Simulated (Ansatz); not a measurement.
Hg3S3⁺. The state is a doublet with charge 1. Geometry r2SCAN-D4/def2-SVP; atoms count from 1.

```xyz
6

Hg    2.119   -2.619    1.492
Hg    0.243    1.860   -0.457
Hg   -0.354    4.371   -1.575
S    -1.142   -1.139    0.789
S    -1.725   -2.128   -0.775
S     0.859   -0.344    0.527
```

In the def2 sets Hg takes a core potential; there is no spin–orbit coupling. Another isomer (doublet) lies 0.30 eV lower at PBE0-D4/def2-TZVP; other spin states weren't run for this one.

Question: Estimate the Mulliken populations from the PBE0/def2-TZVP orbitals of Ansatz.

Answer: 
```tsv
atom	charge (e)	spin (α − β)	d electrons
Hg1	0.27	-0.01	9.98
Hg2	0.43	0.06	9.95
Hg3	0.31	0.05	9.97
S4	0.15	0.25	–
S5	0.01	0.69	–
S6	-0.18	-0.05	–
```
Mulliken values depend strongly on the basis.

Question: Where does the spin sit?

Answer: Summed by element: Hg 0.11, S 0.89, of 1 unpaired in all. Largest on single atoms: S5 0.69, S4 0.25, Hg2 0.06.

Question: And the Mayer bond orders between heavy atoms (over 0.3)?

Answer: Hg1–S6 0.35 (2.77 Å); Hg2–Hg3 0.40 (2.81 Å); Hg2–S6 0.70 (2.49 Å); S4–S5 1.72 (1.94 Å); S4–S6 1.03 (2.17 Å).
